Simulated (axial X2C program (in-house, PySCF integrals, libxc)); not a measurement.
Spin–orbit effects along a row: molecules with B, PBE0

Calculated with an in-house all-electron X2C program for linear molecules (integrals from PySCF), spin-free (one-electron X2C) or two-component (2c: spin–orbit coupling with atomic mean-field Coulomb and Gaunt terms, which also bring small scalar terms), in Dyall basis sets with cores contracted in-house; open shells are unrestricted.

Basis sets: Ag dyall-cv3z, B dyall-v3z, Cd dyall-cv3z, I dyall-cv3z, Pd dyall-cv3z, Rb dyall-cv3z, Rh dyall-cv3z, Ru dyall-cv3z, Sn dyall-cv3z, Sr dyall-cv3z, Tc dyall-cv3z.

```json
{"molecule": "RbB", "spin-free state": "M_S = 1, Λ = 1", "Re (Å)": "2.959", "ωe (cm⁻¹)": "247.8", "De (eV)": "0.92", "2c state": "Ω = 2", "Re 2c (Å)": "2.960", "ωe 2c (cm⁻¹)": "247.6", "De 2c (eV)": "0.92"}
{"molecule": "SrB", "spin-free state": "M_S = 3/2, Λ = 0", "Re (Å)": "2.440", "ωe (cm⁻¹)": "434.4", "De (eV)": "n/a", "2c state": "Ω = 3/2", "Re 2c (Å)": "2.440", "ωe 2c (cm⁻¹)": "434.5", "De 2c (eV)": "n/a"}
{"molecule": "TcB", "spin-free state": "M_S = 1, Λ = 0", "Re (Å)": "1.743", "ωe (cm⁻¹)": "859.4", "De (eV)": "4.16", "2c state": "Ω = 1", "Re 2c (Å)": "1.742", "ωe 2c (cm⁻¹)": "858.8", "De 2c (eV)": "4.16"}
{"molecule": "RuB", "spin-free state": "M_S = 1/2, Λ = 2", "Re (Å)": "1.692", "ωe (cm⁻¹)": "952.3", "De (eV)": "4.57", "2c state": "Ω = 5/2", "Re 2c (Å)": "1.692", "ωe 2c (cm⁻¹)": "951.8", "De 2c (eV)": "n/a"}
{"molecule": "RhB", "spin-free state": "M_S = 0, Λ = 0", "Re (Å)": "1.671", "ωe (cm⁻¹)": "983.5", "De (eV)": "5.29", "2c state": "Ω = 0", "Re 2c (Å)": "1.670", "ωe 2c (cm⁻¹)": "982.6", "De 2c (eV)": "n/a"}
{"molecule": "PdB", "spin-free state": "M_S = 1/2, Λ = 0", "Re (Å)": "1.773", "ωe (cm⁻¹)": "763.2", "De (eV)": "3.76", "2c state": "Ω = 1/2", "Re 2c (Å)": "1.773", "ωe 2c (cm⁻¹)": "762.2", "De 2c (eV)": "3.76"}
{"molecule": "AgB", "spin-free state": "M_S = 0, Λ = 0", "Re (Å)": "2.086", "ωe (cm⁻¹)": "449.4", "De (eV)": "1.81", "2c state": "Ω = 0", "Re 2c (Å)": "2.086", "ωe 2c (cm⁻¹)": "449.3", "De 2c (eV)": "1.81"}
{"molecule": "CdB", "spin-free state": "M_S = 1/2, Λ = 1", "Re (Å)": "2.407", "ωe (cm⁻¹)": "278.5", "De (eV)": "0.39", "2c state": "Ω = 1/2", "Re 2c (Å)": "2.398", "ωe 2c (cm⁻¹)": "282.3", "De 2c (eV)": "0.40"}
{"molecule": "SnB", "spin-free state": "M_S = 3/2, Λ = 0", "Re (Å)": "2.175", "ωe (cm⁻¹)": "559.7", "De (eV)": "2.77", "2c state": "Ω = 3/2", "Re 2c (Å)": "2.175", "ωe 2c (cm⁻¹)": "556.3", "De 2c (eV)": "n/a"}
{"molecule": "BI", "spin-free state": "M_S = 0, Λ = 0", "Re (Å)": "2.133", "ωe (cm⁻¹)": "580.5", "De (eV)": "3.75", "2c state": "Ω = 0", "Re 2c (Å)": "2.137", "ωe 2c (cm⁻¹)": "576.9", "De 2c (eV)": "3.49"}
```

Problem. Work out the shifts from the spin-free to the two-component result.

Solution. 

| molecule | 2c state | ΔRe (Å) | Δωe (cm⁻¹) | ΔDe (eV) |
| --- | --- | --- | --- | --- |
| RbB | Ω = 2 | 0.001 | -0.2 | 0.00 |
| SrB | Ω = 3/2 | 0.000 | 0.1 | n/a |
| TcB | Ω = 1 | -0.001 | -0.6 | 0.00 |
| RuB | Ω = 5/2 | 0.000 | -0.5 | n/a |
| RhB | Ω = 0 | -0.001 | -0.9 | n/a |
| PdB | Ω = 1/2 | 0.000 | -1.0 | 0.00 |
| AgB | Ω = 0 | 0.000 | -0.1 | 0.00 |
| CdB | Ω = 1/2 | -0.009 | 3.8 | 0.01 |
| SnB | Ω = 3/2 | 0.000 | -3.4 | n/a |
| BI | Ω = 0 | 0.004 | -3.6 | -0.26 |

Shifts of one unit in the last digit are rounding.

Each entry is the lowest single determinant of a limited PBE0 search at one distance. De goes to single-determinant-based atoms at the same level (for ions the charge split of lowest energy) and is withheld (n/a) where an atom does not fit its ground term or J level. Main or longest-lived isotopes. One determinant is a doubtful description, or other states lie close, for RbB, SrB, TcB, RuB, CdB, SnB; these need not be ground states, and all values refer to the states named. Some open-shell Ω = 0 determinants are out of reach, so the Ω given for RbB, TcB need not be the lowest component. With several unpaired electrons the Ω given is that of one determinant, not necessarily of the lowest component. Some light 2c atoms are not at their ground J level, so De misses part of their lowering (0.04 eV or less). The functionals have no current term, which raises determinants with orbital currents. Where the atoms have a lower orbital projection than the molecule, De at mean-field level may be about a tenth of an eV too small.
